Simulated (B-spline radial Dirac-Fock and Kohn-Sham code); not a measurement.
Binding energies of Cr³⁺ in different valence configurations

Calculated with an atomic code on a B-spline grid, using Dirac-Fock energy differences between relaxed states, corrected for Breit and QED terms. No correlation.

Reference: the tabulated ground configuration [Ar] 3d3, with 1s 6041.5 eV, 2p1/2 637.3 eV, 2p3/2 628.9 eV, 3p1/2 94.67 eV, 3p3/2 93.61 eV, 3d 46.77 eV, Kα1 5412.6 eV, Kβ1 5947.9 eV.

Q: One of these configurations gives the following shifts from the reference, in eV: average energy +11.64, 1s +9.92, 2p1/2 +11.11, 2p3/2 +11.11, 3p1/2 +7.52, 3p3/2 +7.48, 3d +7.77, Kα1 -1.19, Kβ1 +2.44. Which?
A. [Ar] 3d2 4p1
B. [Ar] 3d2 4s1
C. [Ar] 3d1 4s2

A: B. The others give [Ar] 3d1 4s2: 1s +21.13; [Ar] 3d2 4p1: 1s +11.04.
